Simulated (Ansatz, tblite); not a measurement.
Forces on the cluster Y₃ at its r2SCAN-D4/def2-TZVP geometry. Total charge 0; doublet.

In the def2 sets Y takes a core potential; there is no spin–orbit coupling. The xTB rows come from tblite. At PBE0-D4/def2-TZVP the charge 0 doublet is spin-contaminated (final ⟨S²⟩ up to 1.14, 0.75 for a pure state). The structure comes from a short search, and lower isomers may exist.

GFN1-xTB (tblite), largest force 0.85 eV/Å:

```xyz
3
positions Å, forces eV/Å
Y    -0.781    1.142   -1.211   -0.359    0.526   -0.557
Y    -0.540    0.015    1.757   -0.249    0.007    0.809
Y     1.321   -1.156   -0.546    0.608   -0.532   -0.252
```

GFN2-xTB (tblite), largest force 1.71 eV/Å:

```
Y -0.728 1.065 -1.129
Y -0.504 0.014 1.639
Y 1.232 -1.078 -0.510
```

PBE0-D4/def2-TZVP (Ansatz), largest force 0.10 eV/Å:

```
Y 0.042 -0.062 0.065
Y 0.029 -0.001 -0.095
Y -0.071 0.062 0.029
```
